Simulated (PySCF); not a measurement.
# From a computed spectrum to the compound

A species of 7 atoms with charge 0 has these harmonic modes (PBE, small Gaussian bases with core potentials, PySCF 2.14.0):

```tsv
cm⁻¹	km/mol	symmetry
63	4.3	
68	5.2	
78	2.9	
116	4.3	
180	36.9	
193	7.8	
272	0.2	
306	29.9	
313	30.3	
619	7.5	
654	1.4	
665	6.2	
2610	3.6	
2613	3.5	
2616	2.7
```

Which species is it, and in which structure?

Tl(SH)3 (singlet):
```xyz
7

Tl    0.0043    0.0031    0.0068
S    -1.3046    0.5318    2.0677
H    -2.4304    0.8035    1.3460
S    -1.1119   -0.1724   -2.2298
H    -2.3480    0.0420   -1.6954
S     2.4595   -0.3853    0.1661
H     2.5417   -0.6597   -1.1677
```
Ideal gas at 298.15 K and 1 bar: S = 410.4 J/(mol K), Cp = 114.5 J/(mol K), H − H(0 K) = 25.5 kJ/mol (rigid rotor, harmonic modes, spin degeneracy alone). 
 The answer isn't unique; the calculation gave this one.
